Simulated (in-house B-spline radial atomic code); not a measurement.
Inner levels of tungsten as electrons are removed. A shift is the extra binding of the orbital against the neutral atom ([Xe] 4f14 5d3/2(4) 6s2). The density at the nucleus is averaged over the nuclear charge. Computed with a radial B-spline atomic code at the basis-set limit: Dirac-Hartree-Fock, jj configuration that fills j = l - 1/2 first, finite nuclei.

A number in brackets counts the electrons of a j subshell.

```tsv
ion	configuration	shift of 3p1/2 (eV)	shift of 2s1/2 (eV)	shift of 4p1/2 (eV)	radius of 3p1/2 (bohr)	radius of 2s1/2 (bohr)	radius of 4p1/2 (bohr)	Σ<r²> (bohr²)	change of density at nucleus (bohr⁻³)
W22+	[Kr] 4d10 4f5/2(6)	637.76	634.26	600.22	0.19029	0.076908	0.4393	6.7914	-931.35
W23+	[Kr] 4d10 4f5/2(5)	690.95	687.09	645.88	0.19021	0.076912	0.43693	6.4192	-819.73
W24+	[Kr] 4d10 4f5/2(4)	745.62	741.5	692.49	0.19013	0.076916	0.43453	6.0678	-700.7
W25+	[Kr] 4d10 4f5/2(3)	801.76	797.46	740.04	0.19003	0.07692	0.43209	5.7356	-574.27
W26+	[Kr] 4d10 4f5/2(2)	859.35	854.98	788.49	0.18992	0.076924	0.42963	5.4208	-440.48
W27+	[Kr] 4d10 4f5/2(1)	?	?	?	?	?	?	?	?
W28+	[Kr] 4d10	978.76	974.62	888.08	0.18968	0.076933	0.42464	4.838	-150.83
W29+	[Kr] 4d3/2(4) 4d5/2(5)	?	?	?	?	?	?	?	?
W30+	[Kr] 4d3/2(4) 4d5/2(4)	1101.09	1105.96	990.07	0.18936	0.076918	0.42001	4.2676	276.46
W31+	[Kr] 4d3/2(4) 4d5/2(3)	1163.65	1173.34	1041.96	0.18919	0.076909	0.41771	3.9955	499.49
W32+	[Kr] 4d3/2(4) 4d5/2(2)	1227.13	1241.86	1094.44	0.18902	0.076901	0.41543	3.7316	728.82
W33+	[Kr] 4d3/2(4) 4d5/2(1)	1291.52	1311.52	1147.52	0.18884	0.076892	0.41316	3.4756	964.41
W34+	[Kr] 4d3/2(4)	1356.82	1382.3	1201.18	0.18865	0.076883	0.41089	3.2272	1206.28
W35+	[Kr] 4d3/2(3)	?	?	?	?	?	?	?	?
W36+	[Kr] 4d3/2(2)	1490.82	1529.6	1301.8	0.18818	0.07686	0.40657	2.7623	1732.37
```

(1) Fill in the row of W27+.

(2) Fill in the row of W29+.

(3) Fill in the row of W35+.

Answers

(1) shift of 3p1/2 (eV): 918.35; shift of 2s1/2 (eV): 914.03; shift of 4p1/2 (eV): 837.85; radius of 3p1/2 (bohr): 0.18981; radius of 2s1/2 (bohr): 0.076928; radius of 4p1/2 (bohr): 0.42715; Σ<r²> (bohr²): 5.122; change of density at nucleus (bohr⁻³): -299.33.

(2) shift of 3p1/2 (eV): 1039.46; shift of 2s1/2 (eV): 1039.72; shift of 4p1/2 (eV): 938.77; radius of 3p1/2 (bohr): 0.18953; radius of 2s1/2 (bohr): 0.076925; radius of 4p1/2 (bohr): 0.42232; Σ<r²> (bohr²): 4.5483; change of density at nucleus (bohr⁻³): 59.68.

(3) shift of 3p1/2 (eV): 1423.37; shift of 2s1/2 (eV): 1455.38; shift of 4p1/2 (eV): 1251.22; radius of 3p1/2 (bohr): 0.18842; radius of 2s1/2 (bohr): 0.076872; radius of 4p1/2 (bohr): 0.40872; Σ<r²> (bohr²): 2.9913; change of density at nucleus (bohr⁻³): 1466.06.
